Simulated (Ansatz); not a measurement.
Species: sum formula Si$_{2}$HCl$_{4}$ (charge 0, doublet). It need not be the lowest isomer of its formula. 
Geometry from a B3LYP-D3(BJ)/def2-TZVP (Ansatz, an electronic-structure program) optimisation:
SMILES: Cl[Si](Cl)[SiH](Cl)Cl
```xyz
7

Cl     1.5695    -1.9544     0.8819
Si     1.1456    -0.1876    -0.0754
Cl     2.1120     1.3746     0.8431
Si    -1.1756     0.1931     0.1293
Cl    -1.6053     1.9594    -0.8610
Cl    -2.1474    -1.3675    -0.8222
H      1.6316    -0.2830    -1.4650
```
Charge 0, spin multiplicity 2.

Basis-set convergence of Hartree-Fock and CCSD(T) correlation energies (hartree) with Ansatz. Valence correlation only, unless marked. UHF or UKS for open shells. No spin-orbit coupling. No relativistic terms.

```
basis        functions        E(HF)  E(corr, CCSD(T))
-----------  ---------  -----------  ----------------
cc-pV(D+d)Z        143  -2416.65397          -0.79733
cc-pV(T+d)Z        248          [?]               [?]
```

**Question.** What belongs in the gaps?

**Answer.** 
- cc-pV(T+d)Z, E(HF): -2416.74725
- cc-pV(T+d)Z, E(corr, CCSD(T)): -1.07905
